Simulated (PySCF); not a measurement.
C₈H₉ (doublet state).
Z-matrix (Å and degrees, GFN2-xTB geometry), rows numbered from 1:
```
C 
C   1  1.3620
C   2  1.4269  1  108.08
C   3  1.4448  2  125.28  1  -180.00
C   4  1.5206  3  120.19  2   145.74
C   5  1.4818  4   60.85  3   108.90
C   3  1.4299  2  107.46  1    -0.02
C   7  1.3611  3  107.97  2     0.01
H   1  1.0744  2  127.21  3  -179.92
H   2  1.0741  1  127.22  3   180.00
H   4  1.0840  3  114.50  2     0.10
H   5  1.0786  4  117.02  6  -109.26
H   5  1.0792  4  116.96  6   109.94
H   6  1.0788  4  117.01  5   109.20
H   6  1.0794  4  116.89  5  -109.93
H   7  1.0738  3  125.42  2   179.94
H   8  1.0745  1  124.56  2   179.79
```

The hyperfine couplings belong to this conformer and change with its torsions.

Identity: `C1=C[C](C2CC2)C=C1` [radical].

Method: UKS B3LYP, pcH-1 on C H, non-relativistic, mean-field spin-orbit, GIAO in PySCF 2.14.0. One conformer (not necessarily the lowest) at the GFN2-xTB geometry, without solvent, vibrations or thermal averaging. A GFN2-xTB geometry isn't a minimum of the functional, and hyperfine couplings can be far from their values at a DFT geometry. Stability of the SCF solution: not tested.

(1) Match the computed a_iso(13C) values +41.6, +29.6, -23.3, -20.9, +14.7 MHz (means over equivalent nuclei) with the sites C1/C8; C2/C7; C3; C4; C5/C6.

Answers

(1) 
```csv
site,a_iso (MHz),ρ(0) (bohr⁻³),position,distance from C3 (Å),spin population,largest |T| (MHz)
C1/C8,+14.7,+0.0130,2 bonds from C3,2.26,+0.29,46.8
C2/C7,-23.3,-0.0207,1 bond from C3,1.43,-0.08,5.6
C3,+41.6,+0.0370,largest spin population,0.00,+0.54,85.2
C4,-20.9,-0.0186,1 bond from C3,1.44,-0.04,2.9
C5/C6,+29.6,+0.0263,2 bonds from C3,2.57,+0.06,12.6
```

ρ(0) is the spin density at the nucleus and T the dipolar tensor; entries for several nuclei are means. Largest spin populations (Mulliken): C3 (+0.54), C1 (+0.31), C8 (+0.27) and C2 (-0.10). Three atoms exceed +0.15. The positive populations add up to 1.24 and the negative ones to -0.24, together 2S = 1. The angles at C3 add up to 360.0°, so it is planar.

Nuclei that the bonding pattern makes equivalent are averaged, as if the motion that swaps them (rotation, inversion, ring flip) were fast.

The SMILES `C1=C[C](C2CC2)C=C1` draws the unpaired electron on C3, whose computed spin population is only +0.54.
